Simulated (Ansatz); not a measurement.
Molecule: trichloro(propan-2-yl)germane, C$_{3}$H$_{7}$Cl$_{3}$Ge, net charge 0, singlet state. 
Structure (B3LYP-D3(BJ)/def2-TZVP (Ansatz, a program for electronic structure) minimum search):
```
C
H 1 1.0934
C 1 1.5272 2 109.94
H 3 1.0902 1 112.08 2 -55.83
H 3 1.0915 4 108.23 1 122.95
H 3 1.0928 4 107.96 5 116.28
C 1 1.5272 2 109.94 3 125.09
H 7 1.0902 1 112.08 2 55.83
H 7 1.0915 8 108.23 1 -122.95
H 7 1.0928 8 107.96 9 -116.28
Ge 1 1.9668 2 103.41 3 -117.46
Cl 11 2.1593 1 111.73 2 -60.18
Cl 11 2.1593 1 111.73 2 60.18
Cl 11 2.1611 1 110.94 2 -180.00
```
Charge 0, spin multiplicity 1.

Basis-set convergence of Hartree-Fock and CCSD(T) correlation energies (hartree) with Ansatz. Valence correlation only, unless marked. No spin-orbit coupling. Frozen are the shells of the preceding noble gas and the d and f shells that filled before the atom's block. No relativistic terms.

| basis | functions | E(HF) | E(corr, CCSD(T)) |
|---|---|---|---|
| def2-SVPD | 235 | -3570.94315 | -1.09605 |
| def2-TZVPPD | 437 | (withheld) | (withheld) |

Some entries are withheld; supply them.


- def2-TZVPPD, E(HF): -3571.78709
- def2-TZVPPD, E(corr, CCSD(T)): -1.34961
